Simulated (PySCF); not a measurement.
A species of formula C3H11FOSi2 has this rotational fingerprint, computed with CAM-B3LYP/def2-SVPD in PySCF (dipole) on a GFN2-xTB geometry, gas phase:

- Rotational constants: A = 3857, B = 785.0, C = 692.3 MHz
- Dipole components: |μa| = 0.72 D, |μb| = 0.86 D, |μc| = 0.80 D
- Inertial defect: -44.85 u·Å²
- κ: -0.94

Problem. Which candidate fits, each taken in the one conformer that was computed?
A. `[CH3:1][CH:2]([CH3:3])[SiH2:4][O:5][SiH2:6][F:7]` with C1–C2–Si4–O5 -179°, C2–Si4–O5–Si6 -11°, Si4–O5–Si6–F7 -30°
B. `[CH3:1][SiH2:2][O:3][Si@H:4]([CH3:5])[CH2:6][F:7]` with O3–Si4–C6–F7 178°
C. `[CH3:1][CH2:2][C@H:3]([F:4])[SiH2:5][O:6][SiH3:7]` with C1–C2–C3–F4 -65°, C2–C3–Si5–O6 178°, C3–Si5–O6–Si7 -31°

Solution. C. It is CC[C@H](F)[SiH2]O[SiH3], a near-prolate asymmetric top, point group C1. The candidates at the same level (rigid rotor, commonest isotopes):

```tsv
SMILES	A (MHz)	B (MHz)	C (MHz)	μa (D)	μb (D)	μc (D)	Δ (u·Å²)	point group	rotor
CC(C)[SiH2]O[SiH2]F	3059	927.4	809.5	0.73	0.36	0.79	-85.84	C1	asymmetric top
CC[C@H](F)[SiH2]O[SiH3]	3857	785.0	692.3	0.72	0.86	0.80	-44.85	C1	near-prolate asymmetric top
C[SiH2]O[Si@H](C)CF	2654	880.5	701.9	1.86	0.07	0.33	-44.38	C1	asymmetric top
```

`CC(C)[SiH2]O[SiH2]F` has A 21 % too low; `C[SiH2]O[Si@H](C)CF` has A 31 % too low. No structure here is proved a minimum.
